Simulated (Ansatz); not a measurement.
Reaction (ligand exchange at the Al–S bond): `[AlH2][S][AlH2]` + `C[SiH](O)F` → `C[SiH](F)[O][AlH2]` + `[AlH2][SH]`

Program: Ansatz. Geometries: PBE0-D4/def2-TZVP. ΔE: electronic, gas phase. CBS: MP2 limit from def2 TZ/QZ plus the TZ coupled-cluster correction, frozen cores. This one scheme is used for every species. DFT in def2-TZVPP. B3LYP here is the variant with VWN-RPA as its local correlation; programs differ in this. One conformer a species, not always the lowest.

CCSD(T)/CBS gives -41.5 kJ/mol.

**Question.** Another level gave -40.2 kJ/mol. Which?
A. r2SCAN/def2-TZVPP
B. PBE/def2-TZVPP
C. CCSD(T)/def2-TZVPP
D. B3LYP/def2-TZVPP

**Answer.** A. r2SCAN -40.2, PBE -32.8, B3LYP -49.7, CCSD(T)/def2-TZVPP -44.8 kJ/mol.

Largest T1 diagnostic among the species: 0.012.

In def2-TZVPP, CCSD(T) changes the Hartree–Fock value by +10.5 kJ/mol (the triples alone add +3.0 kJ/mol) and MP2 by +12.8 kJ/mol.
